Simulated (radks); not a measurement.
Values are calculated unless marked as measured or tabulated.
Task: Coherent X-ray form factor from a spherical all-electron density. Code: a radial shooting solver on a logarithmic mesh with Libxc functionals. Model: Dirac Kohn-Sham, PBE, spin-unpolarised, spherical densities, finite nucleus; Fermi nuclear charge, rms radius of each element as measured or else 0.836 A^(1/3) + 0.57 fm.

sin(theta)/lambda (1/angstrom),f0 (electrons)
0.05,42.628
0.1,41.555
0.15,39.898
0.2,37.821
0.25,35.506
0.3,33.122
0.4,28.640
0.5,24.965
0.6,22.168
0.8,18.386
1,15.651
1.25,12.648
1.5,10.096
2,6.881

The species is in the configuration that NIST lists as its ground one. Which atom or ion scatters so?

Result: The cadmium ion Cd5+, [Kr] 4d7. Extrapolating in s^2 from the first two rows gives f0(0) = 43.0, near the electron count 43; among species with that count, the fall with angle is slower the higher Z, and the table is that of Z = 48; from so few rows the species is fixed only to a neighbour or two.
